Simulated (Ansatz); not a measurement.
```
atom    x (Å)    y (Å)    z (Å)
   C  -0.0007  -0.0002  -0.4681
   C   0.0043   0.0044   0.8141
   H  -0.0093  -0.9514  -1.0302
   H  -0.0010   0.9535  -1.0401
```

Basis set: STO-3G (spherical functions). Frozen core: 2 orbitals. Charge 0, multiplicity 1.

Computed with Ansatz (development build ahead of 0.2.0); each method stands on the lowest determinant of its kind that the runs found. Restricted open shells among the atoms or ions are ROHF, correlated in semicanonical orbitals with singles.

The atomization energy at this shape (free ground-state atoms in the same class of orbitals less the molecule, no zero-point energy) of singlet C2H2:

```
 method  atomization energy
RHF-MP2            14.70 eV
```

Problem. What does RHF give?

Solution. 12.42 eV.

This basis has no polarisation functions and is too small for such energies, which can lie far from measured ones in either direction.
